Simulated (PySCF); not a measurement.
Telling isomers of C5H6FO2P apart by NMR

- coordinates at the GFN2-xTB level
- σ from GIAO-PBE0/pcSseg-1
- run in PySCF 2.14
- one computed conformer, fast rotation and ring inversion assumed for equivalent nuclei, in vacuum, relativity neglected

Referencing at the same level of theory: 1H (31.72 ppm), 13C (186.93 ppm) vs TMS. Splittings of carbon signals by F and P are missing where no couplings were computed. Where no couplings were computed, multiplicities follow the n + 1 count of equivalent neighbours, and m marks all less simple cases (inequivalent or close neighbours, rings, F or P nearby). Shifts are as computed. Against solution values, carbons near 30 ppm lie about +3 ppm off and those near 130 ppm about +5 ppm. Of 1211 compounds with measured shifts, 218 miss one by over three times the rms of a fit or turn the order of signals round; such compounds aren't used in these exercises.

(1) Tabulate the signals of `COc1oc(F)c(C)p1`, `CC(=O)[P@]1(=O)C(C)=C1F` and their relative energies.

(2) What is the quickest way to tell COc1oc(F)c(C)p1 from CC(=O)[P@]1(=O)C(C)=C1F?

## Answers

(1) 
```tsv
SMILES	carbon types	δC	δH	E rel. (kcal/mol)
COc1oc(F)c(C)p1	3×C 2×CH3	202.4, 154.4, 111.6, 56.6, 12.0	4.05 (s, 3H), 2.27 (m, 3H)	0.0
CC(=O)[P@]1(=O)C(C)=C1F	3×C 2×CH3	213.7, 173.8, 136.6, 38.2, 11.6	3.04 (m, 3H), 2.20 (m, 3H)	18.3
```

Energies are electronic energies at PBE0/pcSseg-1 on these geometries, without zero-point or thermal terms, each for the one conformer computed, which needn't be the lowest.

(2) Both give the same number of carbon signals, with the same numbers of each carbon type, so the positions decide. The first has a substituted aromatic carbon (C) at 111.6 ppm, the second a fully substituted alkene carbon (C) at 173.8 ppm. Their most deshielded carbons lie at 202.4 and 213.7 ppm. In the proton spectra the most deshielded non-exchanging signals are 4.05 (s, 3H) and 3.04 (m, 3H).
